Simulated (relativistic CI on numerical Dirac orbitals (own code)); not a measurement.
# Transition arrays of Sn XII

Calculated at this level of theory: Dirac-Coulomb-Breit CI, orbitals from a KLI potential per configuration, QED by a radiative potential, valence Slater integrals scaled by 0.9, whole transition arrays (own radial code, finite nucleus).

CI space (outside the closed core [Ar] 3d10 4s2): 4p6 4d3, 4p6 4d2 4f, 4p5 4d4, 4p6 4d2 5p, 4p6 4d2 5f. Levels of other configurations are missing.

All E1 lines from the levels of 4p6 4d3; mean and standard deviation are weighted by gf, and upper levels are sorted by their leading configuration.

| Upper configuration | Lines | Σgf | Mean (eV) | Mean (nm) | σ (eV) | Strongest line (nm) |
| --- | --- | --- | --- | --- | --- | --- |
| 4p6 4d2 4f | 301 | 247.0 | 92.97 | 13.337 | 1.88 | 13.385 |
| 4p5 4d4 | 2138 | 703.7 | 93.83 | 13.214 | 3.32 | 12.914 |
| 4p6 4d2 5p | 466 | 63.4 | 85.64 | 14.477 | 2.64 | 13.352 |
| 4p6 4d2 5f | 721 | 0.5 | 137.27 | 9.032 | 2.80 | 9.152 |

Σgf per state of the lower configuration in bins of 0.05 nm over the central range (centre: value): 12.53: 0.03, 12.58: 0.03, 12.63: 0.05, 12.68: 0.04, 12.73: 0.07, 12.78: 0.10, 12.83: 0.04, 12.88: 0.18, 12.93: 0.50, 12.98: 0.25, 13.03: 0.23, 13.08: 0.33, 13.13: 0.76, 13.18: 0.81, 13.23: 0.62, 13.28: 1.44, 13.33: 0.94, 13.38: 0.57, 13.43: 0.10, 13.48: 0.08, 13.53: 0.11, 13.58: 0.14, 13.63: 0.11, 13.68: 0.08, 13.78: 0.03, 13.83: 0.03, 14.13: 0.02, 14.23: 0.02, 14.28: 0.02, 14.38: 0.04, 14.43: 0.05, 14.53: 0.08, 14.58: 0.03, 14.63: 0.06, 14.68: 0.03, 14.73: 0.05.

Question: How do configuration mixing and the scaling of the Slater integrals move the arrays?

Answer: Slater scale 0.9, no configuration mixing: 4p6 4d2 4f 84.2 ± 3.6 eV (Σgf 371.0), 4p5 4d4 87.6 ± 6.6 eV (Σgf 509.3), 4p6 4d2 5p 84.8 ± 1.7 eV (Σgf 52.7), 4p6 4d2 5f 138.8 ± 1.8 eV (Σgf 4.1); Slater scale 1: 4p6 4d2 4f 94.7 ± 1.9 eV (Σgf 234.9), 4p5 4d4 95.7 ± 3.4 eV (Σgf 739.3), 4p6 4d2 5p 85.2 ± 2.3 eV (Σgf 58.8), 4p6 4d2 5f 137.3 ± 2.9 eV (Σgf 0.8); Slater scale 0.8: 4p6 4d2 4f 91.2 ± 1.9 eV (Σgf 257.2), 4p5 4d4 92.0 ± 3.3 eV (Σgf 659.9), 4p6 4d2 5p 86.4 ± 2.9 eV (Σgf 78.0), 4p6 4d2 5f 137.4 ± 2.8 eV (Σgf 0.2). With mixing, levels are counted to their leading configuration, so an array can shrink or vanish into another, and the sums then hold other lines.
